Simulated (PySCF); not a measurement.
Excitation energy of I⁺ by level of theory

I⁺ [Kr] 4d10 5s2 5p4 (3P) → I⁺ [Kr] 4d10 5s2 5p3 5d1 (5D), as a difference of total energies. Computed with PySCF 2.14 in x2c-TZVPPall with one added diffuse shell each of s, p, d, f type (9s7p5d3f, 76 functions), with the spin-free X2C one-electron Hamiltonian (Gaussian nucleus). Correlated levels: valence: [Kr] 4d10 frozen. The calculations carry no spin-orbit coupling.

| method | excitation energy (eV) |
| --- | --- |
| UHF | 9.606 |
| MP2 (valence) | 10.005 |
| SCS-MP2 (valence) | 10.142 |
| CCSD (valence) | 10.089 |
| CCSD(T) (valence) | 10.104 |

Q: How much does correlation contribute at CCSD(T) (valence)?

A: 10.104 − (9.606) = 0.498 eV, measured against UHF.

Errors of the correlated levels include the incompleteness of this basis and the frozen core.

For comparison: 10.300 eV (measured; NIST levels, between the centres of gravity of the two terms).
